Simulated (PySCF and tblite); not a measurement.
# Conformer ensemble of C6H9FO, numbered as in [CH:1]#[C:2][C@H:3]([F:4])[C@H:5]([CH3:6])[O:7][CH3:8]

Free energies: B3LYP-D3(BJ)/def2-TZVP (IEF-PCM, chloroform) on PBE0-D3(BJ)/def2-SVP structures plus GFN2-xTB thermal terms, symmetry and mirror images included. Conformers within 2.5 kcal/mol (GFN2-xTB free energy) were kept, 4 at most. GIAO shieldings: WP04/pcSseg-1 (IEF-PCM, chloroform). Couplings: B3LYP/pcSseg-1 with pcJ-1 on H, F (gas phase; spin-dipole term only for pairs with B, N, F, Si or P). Couplings are for ¹⁹F, ¹H. Shifts are against TMS (¹H), TMS (¹³C), CFCl3 (¹⁹F) at the same level. Programs: PySCF with density fitting and tblite.

Torsions listed: F4–C3–C5–O7, C3–C5–O7–C8.

| conformer | shape | symmetry | E(GFN2) kcal/mol | E(DFT) kcal/mol | G(298.15 K) kcal/mol | weight % | dipole D |
| --- | --- | --- | --- | --- | --- | --- | --- |
| 1 | 62°, -150° | C1 | 0.85 | 0.10 | 0.00 | 34.6 | 2.85 |
| 2 | 61°, -87° | C1 | 0.16 | 0.00 | 0.07 | 31.0 | 1.72 |
| 3 | 178°, -73° | C1 | 0.09 | 0.33 | 0.25 | 22.7 | 1.85 |
| 4 | 171°, -169° | C1 | 0.00 | 0.55 | 0.64 | 11.7 | 2.22 |

Weights (%) against temperature:

```json
{"T (K)": "250", "1": "36.1", "2": "32.1", "3": "21.5", "4": "10.2", "S(mix) cal/mol/K": "2.58"}
{"T (K)": "298.15", "1": "34.6", "2": "31.0", "3": "22.7", "4": "11.7", "S(mix) cal/mol/K": "2.62"}
{"T (K)": "350", "1": "33.3", "2": "30.0", "3": "23.6", "4": "13.0", "S(mix) cal/mol/K": "2.65"}
```

Averaged shifts at 298.15 K. ¹H: 5.02 (H3, 1H), 3.33 (H8, 3H), 3.30 (H5, 1H), 2.71 (H1, 1H), 1.25 (H6, 3H) ppm. ¹³C: 90.3 (C3), 82.6 (C5), 79.6 (C1), 75.7 (C2), 60.4 (C8), 18.0 (C6) ppm. ¹⁹F: -202.1 (F4) ppm.

Averaged couplings (Hz): ⁴J(H1,F4) -6.6, ²J(H3,F4) 55.9, ³J(F4,H5) 10.1, ⁴J(F4,H6) 0.8, ⁵J(F4,H8) 0.7, ⁴J(H1,H3) -3.7, ³J(H3,H5) 7.9, ³J(H5,H6) 7.1, ²J(H6,H6) -14.3, ²J(H8,H8) -11.5. Computed couplings to fluorine can be off by tens of per cent at such levels.

Coordinates of conformer 1 (Å):

```xyz
17

C     3.277    0.067    0.892
C     2.308    0.242    0.190
C     1.138    0.457   -0.662
F     1.086    1.771   -1.059
C    -0.178    0.100    0.026
C    -0.181   -1.305    0.604
O    -1.167    0.258   -0.955
C    -2.421    0.627   -0.472
H     4.139   -0.087    1.515
H     1.222   -0.166   -1.572
H    -0.321    0.844    0.836
H     0.026   -2.043   -0.186
H    -1.168   -1.536    1.031
H     0.569   -1.416    1.399
H    -3.089    0.741   -1.337
H    -2.861   -0.132    0.204
H    -2.385    1.592    0.072
```

Unscaled ¹⁹F shifts at such levels can be off by tens of ppm; differences between conformers or isomers are more reliable. Shifts are unscaled: against experiment ¹³C can be off by 15 ppm or more and ¹H by 0.8 ppm. For its torsions the set is small; conformers may be missing.

Search and properties took 9.4 min on 1 thread of Intel Xeon @ 2.70GHz, shared host (rough), launched as `OMP_NUM_THREADS=1 python ens_run.py task.json out`.
